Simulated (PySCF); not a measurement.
O$_{2}$Zr, triplet, geometry from GFN2-xTB (such geometries of metal compounds can be far from the true shape) (the multiplicity is a formal guess) (core potentials on Zr). Base run: B3LYP/def2-SVPD run with PySCF.

Input for PySCF:
```python
from pyscf import gto, scf, dft, solvent

mol = gto.M(
    atom='''
Zr    0.128595   -0.120698    0.130868
O     0.937178    0.526355   -1.356815
O    -1.580151    0.077137    0.702474
''',
    basis='def2-svpd',
    ecp={'Zr': 'def2-svpd'},
    charge=0,
    spin=2,
    verbose=4,
)

mf = dft.UKS(mol)
mf.xc = 'b3lyp'
mf.kernel()
```

Each row names what was changed in the base input (with any setting that the change needs).

```csv
change,ΔE vs base (kJ/mol),dipole (D)
base,0.00,2.91
model = ddCOSMO; solvent = acetonitrile,-202.3,6.69
model = IEF-PCM; solvent = acetonitrile; vdw_scale = 1.0,-130.3,6.42
model = IEF-PCM; solvent = acetonitrile; lebedev_order = 41,-58.7,5.62
model = IEF-PCM; solvent = water,-60.5,5.67
model = IEF-PCM; solvent = acetonitrile; vdw_scale = 1.4,-29.2,4.87
model = C-PCM; solvent = acetonitrile,-59.6,5.65
model = IEF-PCM; solvent = acetonitrile; r_probe = 0.5,-23.52,4.65
model = IEF-PCM; solvent = acetonitrile,-58.6,5.61
model = IEF-PCM; solvent = acetonitrile; vdw_scale = 1.1,-86.2,6.01
model = IEF-PCM; solvent = n-hexane,-18.38,3.84
model = COSMO; solvent = acetonitrile,-58.4,5.61
```

The base is the gas phase, so ΔE is the electrostatic part of solvation at a fixed geometry, without cavity and dispersion terms.

Open shells are given as the SCF converged; they aren't shown to be the lowest states, and a large step between rows can be another state.
